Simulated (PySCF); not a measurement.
H3Sb, charge +1, multiplicity 2. Atoms are numbered in the order given.

```xyz
4

Sb     0.0000     0.0000    -0.0297
H      1.3762    -0.7945     0.5047
H      0.0000     1.5891     0.5047
H     -1.3762    -0.7945     0.5047
```
Charge +1, spin multiplicity 2.

Geometry: PBE0-D3(BJ)/def2-TZVPD. The def2 effective core potentials stand for the cores of Sb; spin–orbit coupling is left out.

All values below come from PySCF with ωB97X/def2-TZVPD.

Isolated molecule, no solvent.

```yaml
total_energy: -241.72793 hartree
point_group: C3v
"α spin, highest occupied and lowest empty level": -16.41 and -4.39 eV
"β spin, highest occupied and lowest empty level": -19.50 and -9.24 eV
dipole_moment_about_the_centre_of_nuclear_charge: 0.36 D
mean_static_polarisability: 31.9 bohr³ (4.73 Å³)
polarisability_principal_values: 27.1, 34.4, 34.4 bohr³
"⟨S²⟩": 0.751 (pure state 0.75)
```
